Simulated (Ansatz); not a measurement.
`[F][In]([Cl])[GeH3]` + H₂ → `[F][InH][Cl]` + GeH₄ at 600 K and 1 bar (hydrogenolysis of the In–Ge bond).

Computed with Ansatz on PBE0-D4/def2-TZVP structures; ΔE is electronic, products minus reactants. CCSD(T)/CBS is the MP2 limit (def2-TZVPP, def2-QZVPP) plus CCSD(T) − MP2 in def2-TZVPP, frozen cores. This one scheme is used for every species. def2 core potentials past Kr. For Ge, In outer-core shells are correlated without core-valence functions, which leaves a few kJ/mol of doubt a bond. Scalar relativity is left out up to krypton.

```json
{"species": "`[F][In]([Cl])[GeH3]`", "CCSD(T)/CBS energy (Eh)": "-2827.39267", "H − E (kJ/mol)": "126.2", "S (J/(mol·K))": "479.7"}
{"species": "H₂", "CCSD(T)/CBS energy (Eh)": "-1.17544", "H − E (kJ/mol)": "43.9", "S (J/(mol·K))": "150.8"}
{"species": "`[F][InH][Cl]`", "CCSD(T)/CBS energy (Eh)": "-750.05448", "H − E (kJ/mol)": "58.6", "S (J/(mol·K))": "356.7"}
{"species": "GeH₄", "CCSD(T)/CBS energy (Eh)": "-2078.49493", "H − E (kJ/mol)": "105.8", "S (J/(mol·K))": "256.4"}
```

H − E and S are ideal-gas, rigid-rotor, harmonic terms from PBE0-D4/def2-TZVP, for one conformer and one mirror image of each species. The MP2-based limit puts H₂ 0.8 mEh under its directly extrapolated value; such offsets cancel only in part. 1 Eh = 2625.50 kJ/mol, R = 8.31446 J/(mol·K).

**Question.** By hand: ΔE, ΔH, ΔS and ΔG.

**Answer.** ΔE = (-750.05448) + (-2078.49493) − (-2827.39267) − (-1.17544) = 0.01870 Eh = 49.1 kJ/mol. Δ(H − E) = 58.6 + 105.8 − 126.2 − 43.9 = -5.7, so ΔH = 43.4 kJ/mol. ΔS = 356.7 + 256.4 − 479.7 − 150.8 = -17.4 J/(mol·K). ΔG = 43.4 − 600 × (-17.4)/1000 = 53.8 kJ/mol.

**Question.** By hand: the equilibrium constant, and the temperature at which ΔG would vanish if ΔH and ΔS stayed fixed.

**Answer.** log₁₀ K = −ΔG/(RT ln 10) = -4.7. ΔH and −TΔS have one sign here, so there is no such temperature.

ΔH outweighs TΔS. A doubt of 5 kJ/mol in ΔE shifts log₁₀ K by 0.4 here. Other conformers and mirror images would add mixing entropy, several J/(mol·K) or more a flexible species. Modes under 60 cm⁻¹, often nearly free rotors, make the harmonic entropy too high. These are equilibria of isolated gas molecules and say nothing of rates. Largest T1 diagnostic: 0.015 (customary marks: 0.02 for closed shells, 0.045 for open ones).
